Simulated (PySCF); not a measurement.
# Spinor energies of Mo⁺ (molybdenum, charge +1)

Start: [Kr] 4d4 5p1; 4d5/2 filled at m_j = -1/2, +1/2, +3/2, +5/2; 5p3/2 filled at m_j = +3/2. Calculated with PySCF 2.14 in x2c-TZVPall-2c with one added diffuse shell each of s, p, d type (9s10p8d1f, 86 functions): generalised Hartree-Fock with the X2C-1e Hamiltonian and a Gaussian nucleus; one run each with spin-orbit coupling (SO) switched off, then screened by Boettger's factors. This is a chosen level, not necessarily the ground level.

```csv
spinor shell,electrons,"ε, spin-free (eV)","ε, screened SO (eV)",weight of nominal j (screened SO),"rms radius, screened SO (bohr)"
1s1/2,2,-20119.1,-20118.1,1.000,0.0404
2s1/2,2,-2927.1,-2926.8,1.000,0.166
2p1/2,2,-2611.5,-2685.0,1.000,0.145
2p3/2,4,-2611.5,-2577.1,1.000,0.149
3s1/2,2,-540.39,-540.38,1.000,0.456
3p1/2,2,-434.13,-446.78,1.000,0.455
3p3/2,4,-434.13,-428.28,1.000,0.465
3d3/2,4,-261.23,-263.34,0.974,0.452
3d5/2,6,-261.23,-259.87,0.983,0.455
4s1/2,2,-90.838,-90.884,1.000,1.18
4p1/2,2,-59.418,-63.228,0.683,1.32
4p3/2,4,-59.418,-57.652,0.841,1.32
4d5/2,4,-20.552,-20.570,0.673,1.90
5p3/2,1,-9.721,-9.654,1.000,4.34
```

```json
{"quantity": "E (hartree)", "spin-free": "-4045.52076", "screened SO": "-4045.99097"}
{"quantity": "M_J", "spin-free": "11/2", "screened SO": "11/2"}
{"quantity": "⟨J²⟩", "spin-free": "35.761", "screened SO": "35.761"}
{"quantity": "⟨L²⟩", "spin-free": "12.009", "screened SO": "12.053"}
{"quantity": "⟨S²⟩", "spin-free": "8.752", "screened SO": "8.738"}
```

Each row is a mean over spinors that exchange with the open shell spreads, by up to 8.609 eV (4p3/2).

Rows whose weight is well below 1 are mixtures of j = l ± 1/2: exchange outweighs spin-orbit coupling there, and the label is only the starting occupation.

Breit and QED terms are absent; they matter most for the inner s and p1/2 levels.

Densities and radii are taken from the X2C orbitals without a picture-change correction, which distorts them close to the nucleus.

Without spin-orbit coupling the j labels of p, d and f shells carry no meaning; the spin-free column gives the mean over the occupied spinors of each nl shell.
